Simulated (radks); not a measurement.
Results of a calculation; reference values are marked as such.
Spherical quantum dot in the effective-mass picture: electrons in a hard-walled sphere of radius 2.16, all in effective atomic units (hartree* = m*/eps^2 hartree, bohr* = eps/m* bohr), one dielectric constant everywhere. Level of theory: non-relativistic Kohn-Sham, PBEsol, spin-polarised, spherical densities (a radial shooting solver with Libxc functionals). Levels are named by radial order and angular momentum (1s, 1p, 1d, 2s, ...), and open shells are averaged over m.

N = 2, configuration 1s2. This is the lowest configuration that the search found. Occupied and some empty levels:

level  occupation  eigenvalue (hartree*)  <r> (bohr*)
1s              2                 2.1303        1.121
1p              0                 3.1545        1.298
1d              0                 4.5055        1.410
2s              0                 5.3430        1.064

Energy (hartree*): total 2.91131, kinetic 2.1335, external 0, Hartree 1.5926, exchange-correlation -0.81473.
